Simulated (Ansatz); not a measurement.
`[AlH2][c]1ccccc1`, relaxed with RKS PBE-D4/def2-SVP in Ansatz 0.2.0 from a rough embedded geometry. The force threshold is 0.03 eV/Å; the program also tests the step.

Total charge 0; spin multiplicity 1.

Start:

```xyz
14

Al   -2.538   -0.747    0.769
C    -0.684   -0.186    0.223
C    -0.457    0.255   -1.085
C     0.825    0.547   -1.567
C     1.885    0.575   -0.627
C     1.685    0.145    0.710
C     0.389   -0.249    1.108
H    -3.692   -0.707   -0.250
H    -2.736   -1.228    2.345
H    -1.295    0.240   -1.793
H     0.973    0.914   -2.515
H     2.874    0.827   -0.935
H     2.530    0.156    1.437
H     0.239   -0.542    2.181
```

By how much does the energy fall, and how many steps does the optimiser take? (An estimate is asked.)

Ansatz gave: 7.13 kcal/mol, in 3 steps.

Which bonds change most? (An estimate is asked.)

Computed: C4–H11 from 1.027 to 1.101 Å; Al1–H8 from 1.539 to 1.602 Å; Al1–H9 from 1.659 to 1.604 Å; Al1–C2 from 2.013 to 1.957 Å.

Give the relaxed structure. (Best estimate.)

The calculation gave: 
```xyz
14

Al   -2.504   -0.743    0.810
C    -0.713   -0.202    0.235
C    -0.465    0.213   -1.098
C     0.819    0.591   -1.521
C     1.891    0.559   -0.614
C     1.675    0.148    0.712
C     0.388   -0.226    1.128
H    -3.707   -0.711   -0.248
H    -2.732   -1.217    2.325
H    -1.293    0.240   -1.826
H     0.987    0.914   -2.560
H     2.900    0.854   -0.941
H     2.517    0.120    1.423
H     0.239   -0.543    2.175
```
